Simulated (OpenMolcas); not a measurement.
## Re6+: moving or changing the point charges

Re6+ among 6 point charges of -1.5 e arranged as an octahedron (Oh), 1.83 Å from the ion.

| Item | Value |
| --- | --- |
| Program | OpenMolcas |
| Method | CASSCF |
| Basis | ANO-RCC-VDZP [7s6p4d2f1g] |
| Scalar Hamiltonian | DKH2, point nucleus |
| Active space | 1 electron in 5 orbitals (5d) |
| State averaging | 2S+1 = 2 even, 5 roots |
| Spin-orbit coupling | state interaction with AMFI integrals over the reference wave functions |

Runs around this geometry, states (labels of O, the rotations of Oh). Energies in cm-1 above the lowest state or level, χT in cm3 K/mol; under a threefold ground state the first gap can be a small split of the lowest multiplet, not the spin-orbit step; 10Dq is the gap between the two states.

```
R (Å)  q (e)  Ground state  First state of that spin   10Dq  First gap with spin-orbit (degeneracies)  χT at 300 K
 1.83   -1.2           2T2                   2E 8882   8882                               9795 (4, 2)        0.214
 1.69   -1.5           2T2                  2E 16202  16202                               8703 (4, 2)        0.136
 1.83   -1.5           2T2                  2E 11102  11102                               9412 (4, 2)        0.186
 1.94   -1.5           2T2                   2E 8375   8375                               9901 (4, 2)        0.221
```

Taking |10Dq| as R^-n, n = -ln(8375 / 16202) / ln(1.94 / 1.69) = 4.8 between the shortest and longest distance. The point-charge formula for a cubic d site gives n = 5.

Scaling the charges by -1.2 / -1.5 = 0.80 scales |10Dq| by 8882 / 11102 = 0.80; with fixed orbitals a first-order splitting would follow the charge.

An orbital triplet at a regular site is open to Jahn-Teller coupling, which can distort the site and quench the lowest spin-orbit gaps and is left out. This field is weak: 10Dq is about 8882 cm-1, while octahedral complexes of 5d ions of charge 3 and more, computed by the same method with explicit ligands, had a median near 35000 cm-1. Ground spin and moment need not be those of a real site (figures for R = 1.83, q = -1.2; the like holds for R = 1.69, q = -1.5, R = 1.83, q = -1.5, R = 1.94, q = -1.5). This is an electrostatic model: the charges have no orbitals. No measured value stands beside these numbers.
